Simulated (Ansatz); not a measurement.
Consider the ligand exchange at the Sn–O bond: `[OH][Sn][O][SiH3]` + NH₃ → `[NH2][Sn][O][SiH3]` + H₂O.

Computed with Ansatz on PBE0-D4/def2-TZVP structures; ΔE is electronic, products minus reactants. CCSD(T)/CBS adds triple-zeta CCSD(T) − MP2 to the extrapolated MP2 energy (def2 sets, frozen cores). This one scheme is used for every species. DFT in def2-TZVPP. B3LYP here is the variant with VWN-RPA as its local correlation; programs differ in this. HSE06 is defined as in plane-wave codes. Elements past krypton have def2 core potentials. For Sn outer-core shells are correlated without core-valence functions, which leaves a few kJ/mol of doubt a bond. Each species was taken in one conformer, which may not be the lowest.

| level | ΔE (kcal/mol) | difference from CCSD(T)/CBS |
| --- | --- | --- |
| PBE-D4 | 8.2 | 0.9 |
| BLYP-D4 | 8.7 | 1.4 |
| B97M-V | 9.5 | 2.2 |
| B3LYP-D4 | 8.0 | 0.7 |
| r2SCANh-D4 | 7.9 | 0.6 |
| r2SCAN0-D4 | 7.4 | 0.1 |
| HSE06-D4 | 7.3 | 0.0 |
| BHLYP-D4 | 7.5 | 0.2 |
| B2PLYP | 8.4 | 1.1 |
| PBE-QIDH | 7.2 | -0.1 |
| revPBE | 9.0 | 1.7 |
| r2SCAN | 8.4 | 1.1 |
| PBE0 | 7.7 | 0.4 |
| RPA@PBE/def2-TZVPP | 7.3 | 0.0 |
| HF/def2-TZVPP | 7.7 | 0.4 |
| CCSD/CBS(def2) | 7.3 | 0.0 |
| CCSD(T)/CBS | 7.3 | 0 |

(1) What do rigid-rotor, harmonic-oscillator terms from PBE0-D4/def2-TZVP frequencies (298.15 K, 1 bar) make of the CCSD(T)/CBS value? (Best estimate.)

Largest T1 diagnostic among the species: 0.016.

Answers

(1) Ansatz gave: ΔZPE = -0.8 kcal/mol, ΔH = +6.8 kcal/mol, ΔS = 8 J/(mol·K), ΔG = +6.2 kcal/mol. Modes under 50 cm⁻¹ make the entropy rough.

The D4 term adds −0.8 kcal/mol with B3LYP and −0.4 kcal/mol with PBE0; it sums over pairs of atoms, weighted by their polarisabilities, and B3LYP, whose exchange is more repulsive, gets the larger term. From PBE to PBE0 (25 % exact exchange), in def2-TZVPP and without D4, ΔE moves by −1.0 kcal/mol. Leaving LDA and LC-ωPBE aside and taking each functional with its dispersion term where it has one, the values spread over 2.3 kcal/mol, from PBE-QIDH to B97M-V. LDA lies −1.5 kcal/mol from PBE without D4.
